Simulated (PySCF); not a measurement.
Compound: C₆H₁₁O (doublet state).
Z-matrix (Å and degrees, PBE0-D3(BJ)/def2-SVP geometry), rows numbered from 1:
```
C 
C   1  1.4940
C   2  1.5328  1  114.16
C   3  1.5277  2  114.19  1   -78.43
O   4  1.4017  3  115.08  2    36.42
C   5  1.4030  4  116.41  3    49.58
C   1  1.4889  2  123.25  3    56.22
H   1  1.0942  2  117.77  3  -139.39
H   2  1.1010  1  108.63  3   121.78
H   2  1.1110  1  110.46  3  -122.77
H   3  1.1026  2  108.55  1    45.48
H   3  1.1027  2  109.94  1   160.69
H   4  1.1099  3  109.29  2   161.69
H   4  1.1017  3  109.70  2   -81.51
H   6  1.1068  5  111.37  4    26.83
H   6  1.1026  5  107.29  4   143.43
H   7  1.1039  1  110.18  2  -161.23
H   7  1.1116  1  109.57  2    83.24
```

Identity: `[CH]1CCCOCC1` [radical].

Method: UKS B3LYP, IGLO-III on C O, pcH-1 on H, non-relativistic, mean-field spin-orbit, GIAO (PySCF 2.14.0). One conformer (not necessarily the lowest) at the PBE0-D3(BJ)/def2-SVP geometry, without solvent, vibrations or thermal averaging. The SCF solution wasn't tested for stability.

The largest Mulliken spin populations are on C1 (+1.04), C7 (-0.09), C2 (-0.09) and H18 (+0.07). No atom but C1 exceeds +0.15. The angles at C1 add up to 358.2°, so it is nearly planar; its axial dipolar tensor and the negative coupling of its proton fit spin in a p orbital normal to that plane.

Question: McConnell's relation a(H) = Q·ρ ties the coupling of a proton on a planar π carbon to the spin population of that carbon. What Q do the computed values give?

Answer: 
```
 H   C    ρ(C)  a(H) (G)  a/ρ (G)
H8  C1  +1.043    -21.57    -20.7
```

One proton gives one ratio, Q = -20.7 G, and no test of linearity. In McConnell's picture π spin on carbon polarises the C–H bond and leaves opposite spin at the proton, which makes Q negative, as found here.

Question: List the C–H protons on four-coordinate carbons next to a three-coordinate spin centre, with their couplings and θ (C–H bond against the normal to the plane of the centre's neighbours, projected along the bond that joins the two).

Answer: 
```tsv
β H	on	centre	θ (°)	cos²θ	a (G)
H9	C2	C1	81	0.03	+3.36
H10	C2	C1	16	0.92	+43.17
H17	C7	C1	64	0.19	+11.15
H18	C7	C1	1	1.00	+51.13
```

Fitting the Heller–McConnell form a = ρ(B0 + B2 cos²θ), with Mulliken ρ = 1.04, gives B0 = 1.9 G and B2 = 45.1 G, with a largest miss of 2.3 G. By this fit the coupling would be 49.1 G at θ = 0° and 2.0 G at 90°.

Couplings in gauss use g_iso = 2.0025.

Hardware: an Arm Neoverse N1 with one thread, no GPU (shared host). Cost: 2.5 min.
